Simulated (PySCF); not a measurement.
## Assigning NMR signals

Bonds (- single, = double, # triple, : aromatic): F1-C2 1.319 Å, C2:N3 1.292 Å, N3:N4 1.344 Å, N4:C5 1.297 Å, C5:N6 1.366 Å, N6-C7 1.423 Å, C7-C8 1.500 Å, C8-C9 1.498 Å, N6:C2 1.364 Å, C9-C7 1.500 Å. C5 carries H10; C7 carries H11; C8 carries H12, H13; C9 carries H14, H15. H13, H14 are cis to N6 on the ring; H12, H15 are trans to N6 on the ring.

All values are calculated (PySCF 2.14): coordinates at the GFN2-xTB level, shieldings: GIAO PBE0/pcSseg-1. In vacuum, single conformer, no relativistic terms, fast rotation and ring inversion assumed for equivalent nuclei.

Shifts are taken against calculated references (same method and geometry level): 13C and 1H against TMS.

Task: Assign these signals to the numbered atoms. 13C{1H} NMR (computed): δ 167.3, 136.6, 26.9, 11.4.

Result: 
167.3 → C2, aromatic carbon bearing fluorine: the electronegative substituent deshields the carbon that carries it
136.6 → C5, aromatic CH between two ring heteroatoms
26.9 → C7, three-membered-ring carbon: the inductive effect lowers its shielding
11.4 → C8/C9, three-membered-ring carbon

Task: Assign these signals to the numbered atoms. 1H NMR (600 MHz, computed): δ 7.23 (m, 1H), 3.34 (m, 1H), 1.17 (m, 2H), 0.94 (m, 2H).

Result: 
| δ (ppm) | atoms | environment | reason |
| --- | --- | --- | --- |
| 7.23 | H10 | hydrogen on an aromatic CH between two ring heteroatoms | ring-current deshielding |
| 3.34 | H11 | hydrogen on a three-membered-ring carbon | its carbon carries N, which withdraws density |
| 1.17 | H12/H15 | hydrogen on a three-membered-ring carbon | – |
| 0.94 | H13/H14 | hydrogen on a three-membered-ring carbon | – |

Splittings by 19F in the carbon and heteronuclear signals aren't shown, as no couplings were computed. Shifts are as computed. Against solution values, carbons near 30 ppm lie about +3 ppm off and those near 130 ppm about +5 ppm. Of 1211 compounds with measured shifts, 218 miss one by over three times the rms of a fit or turn the order of signals round; such compounds aren't used in these exercises. Multiplicities follow the n + 1 count of equivalent neighbours, as no J values were calculated; m marks all less simple cases, F and P coupling included.
